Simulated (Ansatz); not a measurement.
`FC([SiH3])[SiH2]Cl` and `FC([SiH3])CBr` differ in one atom or group.

Ansatz, PBE0-D4/def2-TZVP geometries, multiplicity 1. Each molecule was computed in one conformer, which needn't be the lowest.

Scalar relativity is left out up to krypton.

```tsv
property	`FC([SiH3])[SiH2]Cl`
HOMO energy (ωB97M-V/def2-TZVPP) / eV	-10.63
size of the dipole moment (B3LYP/def2-TZVPP) / D	2.00
HOMO–LUMO gap (ωB97M-V/def2-TZVPP) / eV	12.08
HOMO energy (PBE/def2-TZVPP) / eV	-7.03
size of the dipole moment (PBE/def2-TZVPP) / D	1.81
size of the dipole moment (ωB97M-V/def2-TZVPP) / D	1.98
```

**Question.** What does the change do to each property? (Estimate.)

**Answer.** The calculation gave: 
```
                                          property  `FC([SiH3])CBr`  shift
             HOMO energy (ωB97M-V/def2-TZVPP) / eV           -10.27   0.36
  size of the dipole moment (B3LYP/def2-TZVPP) / D             2.59   0.59
           HOMO–LUMO gap (ωB97M-V/def2-TZVPP) / eV            11.81  -0.27
                 HOMO energy (PBE/def2-TZVPP) / eV            -6.72   0.31
    size of the dipole moment (PBE/def2-TZVPP) / D             2.41   0.60
size of the dipole moment (ωB97M-V/def2-TZVPP) / D             2.58   0.60
```

Dipoles are sizes alone; their direction can turn.

B3LYP here is the variant with VWN-RPA as its local correlation; programs differ in this.

Spin–orbit coupling is left out; it splits and shifts lone-pair levels of the heavy atoms by tenths of an eV.
